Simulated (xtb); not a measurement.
A run for xtb: GFN-FF on BH4P (SMILES BP), a point of a torsion scan.

```
$ xtb mol.xyz --gfnff --sp --chrg 0 --uhf 0
6

B     -0.87655753     0.02996275     0.02001073
P      0.90110800     0.12052783    -0.48138423
H     -1.60302979     0.88115119    -0.31891955
H     -1.33128205    -0.99766938     0.34604053
H      1.45097086    -1.00906368     0.09350727
H      1.45307165     1.05794416     0.35999776
```

It printed:

```
[...]
           -------------------------------------------------
          |                Calculation Setup                |
           -------------------------------------------------



          ==================== Thresholds ====================
          CN  :   150.00000
          rep :   500.00000
          disp:  2500.00000
          HB1 :   250.00000
          HB2 :   450.00000

          Pauling EN used:
          Z : 1  EN :  2.20
          Z : 5  EN :  2.04
          Z :15  EN :  2.19
          electric field strengths (au): 0.000

           -------------------------------------------------
          |           Force Field Initialization            |
           -------------------------------------------------

          distances ...
          ----------------------------------------
          generating topology and atomic info file ...
          pair mat ...
          computing topology distances matrix with Floyd-Warshall algo ...
          making topology EEQ charges ...
          #fragments for EEQ constrain: 1
          ----------------------------------------
          generating topology and atomic info file ...
          pair mat ...
          computing topology distances matrix with Floyd-Warshall algo ...
          making topology EEQ charges ...
          #fragments for EEQ constrain: 1
          rings ...
          # BATM   8
          # H in HB   4
          doing iterative Hueckel for 1 subsystem(s) ...

  atom   neighbors  erfCN metchar sp-hybrid imet pi  qest     coordinates
    1  B       3    2.76   0.03         2    0    0  -0.086   -1.656454    0.056621    0.037815
    2  P       3    2.79   0.00         3    0    0  -0.000    1.702847    0.227765   -0.909684
    3  H       1    0.96   0.01         0    0    0   0.033   -3.029287    1.665134   -0.602671
    4  H       1    0.96   0.01         0    0    0   0.033   -2.515758   -1.885322    0.653922
    5  H       1    0.98   0.00         0    0    0   0.010    2.741938   -1.906854    0.176703
    6  H       1    0.98   0.00         0    0    0   0.010    2.745907    1.999225    0.680297

          #atoms :   6
          #bonds :   5
          #angl  :   6
          #tors  :   4
          #nmol  :   1
          #optfrag :   1
           -------------------------------------------------
          |                   G F N - F F                   |
          |          A general generic force-field          |
          |                  Version 1.0.3                  |
           -------------------------------------------------
          Number of HB bonds (bound hydrogen)     0
          Number of HB bonds (unbound hydrogen)   0
          Number of XB bonds                      0

 E+G (total)                   0 d,  0 h,  0 min,  0.000 sec
 distance/D3 list               ...        0 min,  0.000 sec (  0.499%)
 non bonded repulsion           ...        0 min,  0.000 sec ( 44.786%)
 dCN                            ...        0 min,  0.000 sec (  2.848%)
 EEQ energy and q               ...        0 min,  0.000 sec ( 12.535%)
 D3                             ...        0 min,  0.000 sec (  8.102%)
 EEQ gradient                   ...        0 min,  0.000 sec (  4.163%)
 bonds                          ...        0 min,  0.000 sec (  5.620%)
 bend and torsion               ...        0 min,  0.000 sec (  7.455%)
 bonded ATM                     ...        0 min,  0.000 sec (  2.543%)
 HB/XB (incl list setup)        ...        0 min,  0.000 sec (  7.463%)

         :::::::::::::::::::::::::::::::::::::::::::::::::::::
         ::                     SUMMARY                     ::
         :::::::::::::::::::::::::::::::::::::::::::::::::::::
Note: The following floating-point exceptions are signalling: IEEE_UNDERFLOW_FLAG IEEE_DENORMAL
normal termination of xtb
         :: total energy              -0.491246449861 Eh    ::
         :: gradient norm              0.024975167432 Eh/a0 ::
         ::.................................................::
         :: bond energy               -0.511107986822 Eh    ::
         :: angle energy               0.006321545008 Eh    ::
         :: torsion energy             0.000106230195 Eh    ::
         :: repulsion energy           0.016262659336 Eh    ::
         :: electrostat energy        -0.001179474886 Eh    ::
         :: dispersion energy         -0.001648012071 Eh    ::
         :: HB energy                  0.000000000000 Eh    ::
         :: XB energy                  0.000000000000 Eh    ::
         :: bonded atm energy         -0.000001410621 Eh    ::
         :: external energy            0.000000000000 Eh    ::
         :: add. restraining           0.000000000000 Eh    ::
         :: total charge              -0.000000000000 e     ::
         :::::::::::::::::::::::::::::::::::::::::::::::::::::

           -------------------------------------------------
          |                Property Printout                |
           -------------------------------------------------

molecular dipole:
                 x           y           z       tot (Debye)
 q only:        0.007      -0.012       0.013       0.048

           -------------------------------------------------
          | TOTAL ENERGY               -0.491246449861 Eh   |
          | GRADIENT NORM               0.024975167432 Eh/α |
           -------------------------------------------------
########################################################################
[WARNING] Runtime exception occurred
-1- gfnff_setup: Could not read topology file.
########################################################################

------------------------------------------------------------------------
------------------------------------------------------------------------
 total:
 SCF:
```

The run finished.

Cost: around 0.03 core-seconds (rough).
